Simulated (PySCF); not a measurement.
## C₆ coefficients of unlike pairs at TPSSh

Calculated with PySCF 2.14 from the dipole response of each species, C₆(A,B) = (3/π) ∫ α_A(iu) α_B(iu) du, in atomic units, from isotropic polarisabilities. For ions this is the dispersion term alone; charge-induced terms of lower order in 1/R come first.

| species | configuration | basis | relativity | α (bohr³) | C₆ (like pair) |
| --- | --- | --- | --- | --- | --- |
| Hg²⁺ | [Xe] 4f14 5d10 (1S) | def2-QZVPPD with the def2 core potential (60 electrons) (7s5p4d4f2g) | core potential | 7.977 | 51.95 |
| Kr | [Kr] (1S) | aug-cc-pVQZ-PP with ECP10MDF (7s6p5d3f2g) | core potential | 17.51 | 136.6 |
| Ta³⁺ | [Xe] 4f14 5d2 (3F) | aug-cc-pVTZ-PP with ECP60MDF (6s6p5d3f2g) | core potential | 7.248 | 32.87 |
| V⁺ | [Ar] 3d4 (5D) | x2c-TZVPPall with one added diffuse shell each of s, p, d, f type (7s6p5d3f1g) | spin-free X2C | 17.60 | 66.18 |

**Question.** Estimate C₆ for Ta³⁺ with Hg²⁺.

**Answer.** The integral gives 41.15. The combination rule 2 C_A C_B / (C_A α_B/α_A + C_B α_A/α_B) gives 40.96 and the geometric mean 41.32.

No spin-orbit coupling is included.

The other pairs:

```csv
pair,C₆
"V⁺, Kr",92.52
"V⁺, Hg²⁺",53.29
"V⁺, Ta³⁺",43.82
"Ta³⁺, Kr",65.41
"Kr, Hg²⁺",80.29
```
